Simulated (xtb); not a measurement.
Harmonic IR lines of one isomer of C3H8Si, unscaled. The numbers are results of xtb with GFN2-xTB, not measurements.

wavenumber (cm⁻¹): 543 (w), 560 (w), 778 (m), 790 (vs), 909 (w), 2229 (s), 2237 (m), 2269 (s), 2998 (w), 3011 (w), 3018 (w), 3058 (w), 3104 (w)

Problem. Name which structure gives these lines.
(A) `C/C=C\[SiH3]`
(B) `C=C(C)[SiH3]`
(C) `C=CC[SiH3]`
(D) `C/C=C/[SiH3]`

Solution. B, `C=C(C)[SiH3]`
